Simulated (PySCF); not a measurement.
CH3Be, SMILES [Be+][CH3], charge +1. The structure is a stationary point at PBE-D3(BJ)/def2-TZVPD. The multiplicity is an assumed one; other spin states were not compared. The isomer is the one that the SMILES or the coordinates give; other isomers of the formula were not compared.

Level of theory: PBE-D3(BJ)/def2-TZVPD in PySCF.

Harmonic wavenumbers (cm⁻¹): 649, 649, 879, 1117, 1338, 1338, 2951, 3046, 3046. Rotational constants (GHz): 154.1, 26.91, 26.91; symmetry number 3.

Question: Work out the zero-point energy and the ideal-gas rigid-rotor harmonic-oscillator thermochemistry at 298.15 K and 1 atm.

Answer: ZPE = ½ Σ hcν = ½ × 15012 cm⁻¹ = 89.79 kJ/mol. H − E(el) = 100.68 kJ/mol. Entropy in J/(mol K): translation 148.41, rotation 68.71, vibration 4.19, total 221.30. G − E(el) = 34.70 kJ/mol. Cp = 45.45 J/(mol K).
